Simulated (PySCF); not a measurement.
A structure optimised at B3LYP-D3(BJ)/def2-SVP, used in a PySCF frequency run:

```
Sn
F 1 1.9618
H 1 1.7249 2 104.14
C 1 2.1572 3 113.76 2 -113.64
H 4 1.0990 1 109.73 3 57.79
H 4 1.0993 5 109.34 1 -119.83
H 4 1.1002 5 109.23 6 -119.49
C 1 2.1572 3 113.76 2 113.64
H 8 1.0990 1 109.73 3 -57.79
H 8 1.0993 9 109.34 1 119.83
H 8 1.1002 9 109.23 10 119.49
```
Charge 0, spin multiplicity 1.

Task: Write its SMILES, formula and point group.

Result: [CH3][SnH]([CH3])[F], C₂H₇FSn, Cs

Task: What are its rotational constants (standard atomic weights)?

Result: 4.2638, 3.7869, 2.5467 GHz
